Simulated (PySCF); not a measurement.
Compound: C6H9O (doublet state).
Structure used (GFN2-xTB), in Å, numbered top down from 1:
```xyz
16
C6H9O angstrom
C      3.3338    0.2127    0.2697
O      2.0720    0.0243   -0.1410
C      1.0471    0.2596    0.6965
C     -0.2234    0.0375    0.3440
C     -1.5250    0.2139    1.0690
C     -2.2483   -0.3202   -0.1828
C     -0.8927   -0.4758   -0.8976
H      3.5374    0.6554    1.2279
H      4.0789    0.1133   -0.4907
H      1.2970    0.6455    1.6816
H     -1.6365   -0.4006    1.9628
H     -1.7625    1.2450    1.3329
H     -2.9226    0.3941   -0.6491
H     -2.7795   -1.2553   -0.0226
H     -0.7587    0.1562   -1.7756
H     -0.6244   -1.4967   -1.1689
```

The hyperfine couplings belong to this conformer and change with its torsions.

The species is `[CH2]OC=C1CCC1` [radical].

Method used: UKS B3LYP, pcH-1 on C H O, non-relativistic, mean-field spin-orbit, GIAO in PySCF. Geometry: GFN2-xTB, one conformer, isolated molecule. A GFN2-xTB geometry isn't a minimum of the functional, and hyperfine couplings can be far from their values at a DFT geometry. The SCF solution wasn't tested for stability.

The largest Mulliken spin populations are on C1 (+0.92), C4 (+0.12), O2 (+0.11) and C3 (-0.07). C1 is the only atom above +0.15. The angles at C1 add up to 358.5°, so it is nearly planar; its axial dipolar tensor and the negative couplings of its protons fit spin in a p orbital normal to that plane.

Find Q in a(H) = Q·ρ(C) for the protons on the planar carbons that carry spin.

```csv
H,C,ρ(C),a(H) (G),a/ρ (G)
H8,C1,+0.921,-19.97,-21.7
H9,C1,+0.921,-20.19,-21.9
```

These protons share one ρ (within 0.01), so their mean ratio, Q = -21.8 G, is no test of linearity. In every row coupling and population have opposite signs.

Couplings in gauss use g_iso = 2.0032.
